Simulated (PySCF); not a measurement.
C3H3BrF2, SMILES F[C@@H]1[C@H](F)[C@H]1Br.

Geometry: PBE0-D3(BJ)/def2-SVP. The structure was generated by enumeration; whether it is a known compound was not checked.

The numbers are results of PBE/def2-TZVP (PySCF), not measurements.

Symmetry labels are those of the subgroup Cs that the program uses (full group Cs).

Computed valence orbital energies around the gap with their symmetry:
```csv
orbital,symmetry,energy (eV)
HOMO−7,A",-11.48
HOMO−6,A',-10.42
HOMO−5,A",-9.97
HOMO−4,A',-9.62
HOMO−3,A",-8.35
HOMO−2,A',-7.75
HOMO−1,A',-6.81
HOMO,A",-6.66
LUMO,A',-1.65
LUMO+1,A',0.20
LUMO+2,A',0.92
LUMO+3,A",1.60
```
